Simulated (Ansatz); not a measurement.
A thermochemical cycle in electronic energies (no zero-point or thermal terms), species as SMILES, kcal/mol. Geometries: B3LYP-D3(BJ)/def2-TZVP minima from Ansatz (a first-principles code), one conformer each, not searched for the lowest. Cores are frozen in the correlated levels unless marked. UHF or UKS for open shells. Spin-orbit coupling is left out. No relativistic terms. CBS marks a two-point X^-3 extrapolation of the correlation energy; Hartree-Fock from the larger set. Anions need diffuse functions, of which def2-TZVPD holds fewer than the aug- sets.

```tsv
step	CCSD(T)/CBS(aug-cc-pV(T+d)Z,aug-cc-pV(Q+d)Z) (Ansatz)	PBE/def2-TZVPD (Ansatz)
electron affinity EA, positive where the anion is bound: Cl[SiH][SiH2]Cl + e- → Cl[SiH-][SiH2]Cl	56.5	54.9
deprotonation energy A: Cl[SiH2][SiH2]Cl → Cl[SiH-][SiH2]Cl + H+	350.9	345.0
ionisation of the H atom at the same level, IE	313.7	313.5
```

**Question.** Find the bond energy D: Cl[SiH2][SiH2]Cl -> Cl[SiH][SiH2]Cl + H atom.

**Answer.** Breaking the bond, ionising the H atom and attaching the electron to the radical add up to the deprotonation, A = D + IE - EA. At CCSD(T)/CBS(aug-cc-pV(T+d)Z,aug-cc-pV(Q+d)Z): D = A - IE + EA = 350.9 - 313.7 + 56.5 = 93.7. At PBE/def2-TZVPD: D = A - IE + EA = 345.0 - 313.5 + 54.9 = 86.4. The functional differs from the first level by -7.3 in D, -1.6 in EA and -5.9 in A; for EA and A the gap mixes functional and basis.
